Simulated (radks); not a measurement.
Values are calculated unless marked as measured or tabulated.
Problem. Valence configurations of C2+ (all share [He]). Code: a radial shooting solver on a logarithmic mesh with Libxc functionals. Model: non-relativistic Kohn-Sham, PBEsol, spin-unpolarised, spherical densities, point nucleus. Order these by energy: 2s0.5 2p1.5; 2s1 2p1; 2s1.5 2p0.5; 2s2; 2p2.

Solution. From the lowest, in eV above it: 2s2 0.000; 2s1.5 2p0.5 4.293; 2s1 2p1 8.590; 2s0.5 2p1.5 12.890; 2p2 17.193. NIST lists [He] 2s2 as the ground configuration; this level of theory agrees among the configurations tried. The energies are those of spherical spin-averaged densities, not of single terms.
